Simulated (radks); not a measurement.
The numbers below are computed, except where a source is named.
Ionisation of neutral calcium, [Ar] 4s2, to Ca+, [Ar] 4s1, under several functionals. Dirac Kohn-Sham, spin-unpolarised, spherical densities, finite nucleus; a radial shooting solver on a logarithmic mesh with Libxc functionals. The NIST Atomic Spectra Database gives 6.113 eV (measured). Rank these functionals by the error of their Delta-SCF ionisation energy: B86b exchange with PBE correlation; PBE; LDA (Slater exchange, VWN5 correlation); HCTH/407; OLYP.

Answer. From best to worst: OLYP 6.006 eV (-0.107); HCTH/407 6.291 eV (+0.178); PBE 6.309 eV (+0.196); B86b exchange with PBE correlation 6.334 eV (+0.221); LDA (Slater exchange, VWN5 correlation) 6.456 eV (+0.343). Spin polarisation and multiplet splitting are left out, so open shells lie too high by an amount that depends on their filling.

Beside tabulated values, note that spin-unpolarised runs miss the spin-polarisation part of the exchange energy of open shells.
